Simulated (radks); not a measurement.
Polarisability of the molybdenum ion Mo+, [Kr] 4d5, at imaginary frequency. Method: non-relativistic Kohn-Sham, LDA (Slater exchange, VWN5 correlation), spin-polarised, spherical densities, point nucleus; open shells are filled with parallel spins first (spin-orbit coupling, left out, can overturn this in heavy ions); relativity is left out, which matters for an element this heavy; computed with a radial shooting solver on a logarithmic mesh with Libxc functionals. Response by self-consistent Sternheimer equations with the Hartree and adiabatic LDA kernel.

w (hartree)  alpha1(iw) (bohr^3)
0.00266                    20.84
0.0143                     20.79
0.0360                     20.51
0.0697                     19.69
0.118                      18.02
0.186                      15.52
0.280                      12.66
0.413                      9.883
0.605                      7.361
0.892                      5.142
1.35                       3.270
2.12                       1.804
3.59                      0.8125
6.94                      0.2825
17.5                     0.06643

Static values: alpha1 = 20.84 bohr^3 (3.088 angstrom^3; uncoupled 29.73). C6 = 135.1, triple-dipole C9 = 1845 atomic units. One-pole (London) frequency 4 C6 / (3 alpha1^2) = 0.415 hartree, against 0.430 for minus the highest occupied eigenvalue. The dipole shielding factor is 0.977, as the force sum rule N/Z = 0.976 demands.
